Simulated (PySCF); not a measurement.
**Excitation energy of Al by level of theory**

Al [Ne] 3s2 3p1 (2P) → Al [Ne] 3s1 3p2 (4P), as a difference of total energies. Calculation: PySCF 2.14, in dyall-av3z (19s12p3d2f, 84 functions); scalar relativity by spin-free X2C-1e. Correlated levels: valence: [Ne] frozen; virtual orbitals above 40 to 60 times the deepest correlated orbital energy dropped. The calculations carry no spin-orbit coupling.

Task: Order these methods by the excitation energy they give, lowest first.
A. CCSD (valence)
B. MP2 (valence)
C. SCS-MP2 (valence)
D. CCSD(T) (valence)

Result: B (25548 cm⁻¹), A (27635 cm⁻¹), D (27870 cm⁻¹), C (28034 cm⁻¹).

Errors of the correlated levels include the incompleteness of this basis and the frozen core.

For comparison: 29022 cm⁻¹ (measured; NIST levels, between the centres of gravity of the two terms).
